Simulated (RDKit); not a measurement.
RDKit input (UFF):

```python
from rdkit import Chem
from rdkit.Chem import AllChem, rdDetermineBonds

mol = Chem.MolFromXYZFile('mol.xyz')
rdDetermineBonds.DetermineBonds(mol, charge=0)
print('SMILES', Chem.MolToSmiles(Chem.RemoveHs(mol)))
ff = AllChem.UFFGetMoleculeForceField(mol)
e0 = ff.CalcEnergy()
flag = ff.Minimize(maxIts=5000, forceTol=1e-5)
print(f'energy {e0:.4f} -> {ff.CalcEnergy():.4f} kcal/mol, converged: {flag == 0}')
print(Chem.MolToXYZBlock(mol))
```
mol.xyz:
```
11

C      1.83886900     0.72089100     0.12061500
N      0.78353700    -0.20760500     0.47951600
B     -0.54195900    -0.21110400    -0.03759300
O     -1.48256300    -1.14212700     0.34308200
O     -0.98831700     0.71923900    -0.94662100
H      2.55628700     0.82039600     0.93641100
H      2.39042000     0.42092600    -0.77804300
H      1.42714300     1.71802400    -0.05270300
H      1.08719500    -0.96759200     1.06405300
H     -1.18677200    -1.75620200     1.01814500
H     -0.31540600     1.33095700    -1.25188500
```

Output:

```
SMILES CNB(O)O
energy 57.2642 -> 2.1957 kcal/mol, converged: True
11

C      1.946385    0.511334    0.041457
N      0.955485   -0.279017    0.771264
B     -0.442208   -0.030385    0.196873
O     -1.180493   -1.121881   -0.435341
O     -1.063344    1.286661    0.322393
H      2.957380    0.291902    0.445185
H      1.943629    0.259487   -1.043482
H      1.757566    1.598766    0.178526
H      1.183544   -1.288412    0.618988
H     -1.680940   -1.547948    0.305617
H     -0.808570    1.765295   -0.506502
```

The geometry given is a B3LYP-D3(BJ)/def2-TZVP minimum.
